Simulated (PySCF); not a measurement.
C₅H₈.

```xyz
13

C     -0.0499     1.0741    -0.6692
C     -0.0499     1.0741     0.6692
C      0.1094    -0.3196     1.2319
C     -0.1444    -1.2231     0.0000
C      0.1094    -0.3196    -1.2319
H     -0.1104     1.9674    -1.2964
H     -0.1104     1.9674     1.2964
H     -0.5808    -0.5331     2.0653
H      1.1308    -0.4534     1.6380
H     -1.1987    -1.5435     0.0000
H      0.4716    -2.1346     0.0000
H      1.1308    -0.4534    -1.6380
H     -0.5808    -0.5331    -2.0653
```

Geometry optimised at B3LYP-D3(BJ)/def2-SVP. Other conformers were not sampled.

Level of theory: PBE0/pcSseg-1 (PySCF). Non-relativistic, no solvent.

### Question
Give the absolute GIAO shielding of each atom: isotropic value and principal components (ppm). (The exact figures need the calculation; the answer reports its results.)

### Answer

| atom | σ(iso) | σ11 | σ22 | σ33 | span |
|---|---|---|---|---|---|
| C1 | 44.1 | -68.4 | 60.8 | 140.0 | 208.4 |
| C2 | 44.1 | -68.4 | 60.8 | 140.0 | 208.4 |
| C3 | 148.1 | 126.7 | 150.4 | 167.2 | 40.6 |
| C4 | 157.9 | 132.6 | 170.5 | 170.7 | 38.1 |
| C5 | 148.1 | 126.7 | 150.4 | 167.2 | 40.6 |
| H6 | 25.3 | 24.0 | 24.6 | 27.3 | 3.2 |
| H7 | 25.3 | 24.0 | 24.6 | 27.3 | 3.2 |
| H8 | 28.9 | 24.8 | 27.0 | 35.1 | 10.3 |
| H9 | 28.9 | 24.8 | 26.8 | 35.0 | 10.2 |
| H10 | 29.6 | 24.2 | 28.2 | 36.3 | 12.1 |
| H11 | 29.4 | 25.2 | 27.5 | 35.5 | 10.4 |
| H12 | 28.9 | 24.8 | 26.8 | 35.0 | 10.2 |
| H13 | 28.9 | 24.8 | 27.0 | 35.1 | 10.3 |
